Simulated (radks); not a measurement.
Question: Species: Sb III. Configuration: [Kr] 4d10 5s2 5p1. All-electron calculation, Dirac Kohn-Sham, PBEsol, spin-unpolarised, spherical densities, finite nucleus; open shells fill j = l - 1/2 first; Fermi nuclear charge, rms radius 4.6802 fm. Program: a radial shooting solver on a logarithmic mesh with Libxc functionals.

Spin-orbit splittings of the eigenvalues, e(l+1/2) - e(l-1/2), with zeta = 2 splitting/(2l+1) and mean radii in bohr:

| shell | occ. | splitting (eV) | zeta (eV) | <r> j=l-1/2 | <r> j=l+1/2 |
|---|---|---|---|---|---|
| 2p | 6 | 251.6 | 167.7 | 0.1033 | 0.1088 |
| 3p | 6 | 46.43 | 30.95 | 0.3210 | 0.3323 |
| 3d | 10 | 9.653 | 3.861 | 0.3034 | 0.3070 |
| 4p | 6 | ? | ? | 0.8323 | 0.8615 |
| 4d | 10 | 1.253 | 0.5012 | 1.019 | 1.031 |
| 5p | 1 | 0.8874 | 0.5916 | 2.433 | 2.515 |

Estimate the 4p splitting.

Answer: 8.622 eV (zeta = 5.748 eV).
